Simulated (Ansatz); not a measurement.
C3H5FSSi, SMILES `C=C1S[Si]1(C)F`, 11 atoms. Total charge 0; spin multiplicity 1. All runs use 4 threads of a server CPU on a shared host. Correlated methods freeze the cores.

Give the basis size and wall time and peak host memory of each of these runs in Ansatz. RKS ωB97M-V/def2-QZVPP energy; RHF-CCSD(T)/def2-SVP energy; RHF-CCSD(T)/def2-TZVPP energy; RKS PBE-D4/def2-TZVPP energy and forces; RKS PBE0-D4/def2-TZVP frequencies; RKS r2SCAN-D4/def2-TZVPP energy and forces; RKS SPW92 (LDA)/def2-TZVPP energy; direct RPA on PBE orbitals/def2-TZVPP energy; RKS PBE0-D4/def2-TZVP relaxation (9 steps); RHF-MP2/def2-QZVPP energy; RKS ωB97M-V/def2-SVP energy; RKS PBE0-D4/def2-SVP energy. (Estimate.)

Ansatz gave: Other jobs shared the machine, so times are rough.

```
                                level                   job  functions  wall time  peak host memory (GiB)
                 RKS PBE0-D4/def2-SVP                energy        117      0.9 s                    0.26
           RKS SPW92 (LDA)/def2-TZVPP                energy        278      1.4 s                    0.41
                RKS PBE-D4/def2-TZVPP     energy and forces        278      2.7 s                    0.42
                 RKS ωB97M-V/def2-SVP                energy        117      3.2 s                    0.38
             RKS r2SCAN-D4/def2-TZVPP     energy and forces        278      4.2 s                    0.45
direct RPA on PBE orbitals/def2-TZVPP                energy        278      4.2 s                    0.77
                 RHF-CCSD(T)/def2-SVP                energy        117      6.5 s                    0.61
               RKS ωB97M-V/def2-QZVPP                energy        518       15 s                     2.6
                   RHF-MP2/def2-QZVPP                energy        518       27 s                     3.5
                RKS PBE0-D4/def2-TZVP  relaxation (9 steps)        228       32 s                    0.73
               RHF-CCSD(T)/def2-TZVPP                energy        278       89 s                     8.3
                RKS PBE0-D4/def2-TZVP           frequencies        228    2.7 min                    0.77
```
